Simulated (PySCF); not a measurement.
A structure optimised at PBE-D3(BJ)/def2-SVP, used in a PySCF frequency run:

```xyz
10

B      0.0415    -0.0144     0.0000
P      0.1255     1.8855     0.0000
H     -0.7677     2.2100     1.0766
H     -0.7677     2.2100    -1.0766
P     -0.1203    -0.9508     1.6501
H      0.6440    -0.0870     2.5040
H      0.8828    -1.9664     1.4940
P     -0.1203    -0.9508    -1.6501
H      0.8828    -1.9664    -1.4940
H      0.6440    -0.0870    -2.5040
```

**Question.** Write its SMILES, formula and point group.

**Answer.** PB(P)P, BH₆P₃, Cs

**Question.** What are its rotational constants (standard atomic weights)?

**Answer.** 2.6775, 2.6209, 1.3577 GHz
